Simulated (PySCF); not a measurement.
A GIAO shielding run with PySCF 2.14 (density fitting, non-relativistic, gas phase) on SMILES COc1ppc(C(C)C)[p-]1, [C6H10OP3]-:

```
$ OMP_NUM_THREADS=1 python probes_run.py task.json out

{"job": {"kind": "nmr", "xc": "PBE0", "basis": "pcSseg-1"}, "charge": -1, "multiplicity": 1}
C      4.399578     0.274356    -0.673803
O      3.403538     0.036408     0.270187
C      2.112492     0.145824    -0.193841
P      1.729161     0.574680    -1.832494
P     -0.356044     0.493750    -1.673046
C     -0.492083     0.056684     0.000064
C     -1.854021    -0.177038     0.614574
C     -2.466623    -1.465295     0.066357
C     -2.789879     1.002456     0.367757
P      0.903074    -0.186549     1.022393
H      5.358538     0.134716    -0.171143
H      4.310592    -0.419153    -1.520688
H      4.327315     1.294808    -1.072871
H     -1.711095    -0.295039     1.697815
H     -2.591070    -1.376498    -1.011219
H     -3.437663    -1.662314     0.523805
H     -1.804887    -2.305773     0.267046
H     -3.761751     0.832664     0.833906
H     -2.358289     1.914293     0.775346
H     -2.926028     1.137700    -0.702878
```

Hardware: 1 thread of an Arm Neoverse V1, shared host. The job also computes population analyses, field gradients, ring-centre shieldings.

Q: How large is the calculation?

A: 100 electrons, 241 basis functions and 1318 auxiliary functions.

Q: How long does it take, and how much memory does it need?

A: 78 s of wall time, with 16 SCF cycles and 5 response iterations; peak memory 1.1 GiB. Times on a shared host scatter by some tens of per cent.
